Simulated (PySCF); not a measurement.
Löwdin shares of the frontier orbitals

Compound: CH8OSSi2.
Cartesian coordinates in Å at the GFN2-xTB level; atoms count from 1:
```
atom  x, y, z in Å
Si1   -1.9245   -0.4124    0.7450
C2    -0.8875    0.1835   -0.7464
O3     0.4572   -0.2150   -0.5891
Si4    1.6882    0.6770   -0.0572
S5     3.2824   -0.7426   -0.0301
H6    -1.4065    0.2345    1.9501
H7    -3.3087   -0.0133    0.4922
H8    -1.7896   -1.8638    0.8403
H9    -0.9442    1.2681   -0.8718
H10   -1.2419   -0.2679   -1.6774
H11    2.0289    1.7573   -0.9760
H12    1.4825    1.1842    1.2957
H13    2.5594   -1.7890   -0.3931
```

Method used: TDDFT PBE0/def2-SVPD, vertical, gas phase, core orbitals frozen in the response (PySCF).

Kohn–Sham orbitals with the atoms that hold most of them (Löwdin shares over 4%, at most four atoms; ? is withheld):

```json
{"orbital": "LUMO+2", "ε (eV)": "0.41", "atoms": "S5 31%, Si4 21%, Si1 10%, O3 9%"}
{"orbital": "LUMO+1", "ε (eV)": "0.24", "atoms": "S5 21%, Si1 20%, Si4 14%, H13 8%"}
{"orbital": "LUMO", "ε (eV)": "?", "atoms": "?"}
{"orbital": "HOMO", "ε (eV)": "-7.28", "atoms": "S5 76%, Si4 11%, H13 7%"}
{"orbital": "HOMO-1", "ε (eV)": "-7.93", "atoms": "?"}
{"orbital": "HOMO-2", "ε (eV)": "-8.86", "atoms": "S5 45%, O3 23%, Si4 12%, C2 5%"}
{"orbital": "HOMO-3", "ε (eV)": "-9.55", "atoms": "S5 18%, O3 18%, C2 15%, Si1 12%"}
```

Give the leading atoms of the LUMO.

Si4 (bonded to O, S and 2 H) 28%; S5 (bonded to Si and H) 15%; H11 (bonded to Si) 9%; H12 (bonded to Si) 9%. By element: silicon 28% or more, hydrogen 18% or more, sulfur 15%.

Give the leading atoms of the HOMO-1.

O3 (bonded to C and Si) 40%; C2 (bonded to O, Si and 2 H) 20%; Si1 (bonded to C and 3 H) 14%; Si4 (bonded to O, S and 2 H) 7%. By element: oxygen 40%, silicon 21%, carbon 20%.

What is the LUMO energy, and the HOMO–LUMO gap?

ε(LUMO) = -0.30 eV; the gap is 6.99 eV (0.2568 hartree).

The HOMO–LUMO gap is 6.99 eV. Where does the response calculation put the lowest singlet, and from which orbitals?

S1 is at 5.66 eV (f = 0.0034), 1.33 eV below the gap, made of HOMO→LUMO (85%), HOMO→LUMO+1 (13%). 

One configuration dominates each of S1, S3, S5 and S8. Which, and how do the shares of the two leading atoms of either orbital change from the occupied to the empty one?

- S1 (5.66 eV, f 0.0034), HOMO→LUMO (85%): S5 76% → 15%, Si4 11% → 28%
- S3 (6.32 eV, f 0.0046), HOMO-1→LUMO (95%): O3 40% → at most 9%, C2 20% → at most 9%, Si4 7% → 28%, S5 at most 8% → 15%
- S5 (6.99 eV, f 0.014), HOMO-1→LUMO+1 (74%): O3 40% → at most 9%, C2 20% → at most 9%, S5 at most 8% → 21%, Si1 14% → 20%
- S8 (7.24 eV, f 0.041), HOMO-2→LUMO (87%): S5 45% → 15%, O3 23% → at most 9%, Si4 12% → 28%

Hardware: Arm Neoverse N1, one thread (shared host). Cost: 50 s of wall time (with the writing of density and orbital grids), 0.66 GiB resident at most.

One conformer stands for the species.
